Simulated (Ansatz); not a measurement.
A structure relaxed at PBE-D4/def2-SVP in Ansatz, charge 1, singlet:

Cartesian coordinates in Å:
```
As -0.1651 1.4545 0.7764
Te 1.1209 1.2039 -1.5431
Te -2.3940 0.0311 0.5816
Te -0.0115 -1.1892 1.2875
Te 1.4497 -1.5003 -1.1023
```

Q: Give its formula.

A: Te4As⁺ (the lowest singlet isomer of a short search).

Q: Summarise the bond lengths by kind (pairs closer than 1.2 times the sum of covalent radii, bridged metal pairs left out).

A: 3 × As–Te 2.65 to 2.70 Å; 3 × Te–Te 2.76 to 2.82 Å.

In the def2 sets Te takes a core potential; there is no spin–orbit coupling. The structure comes from a short search, and lower isomers may exist.
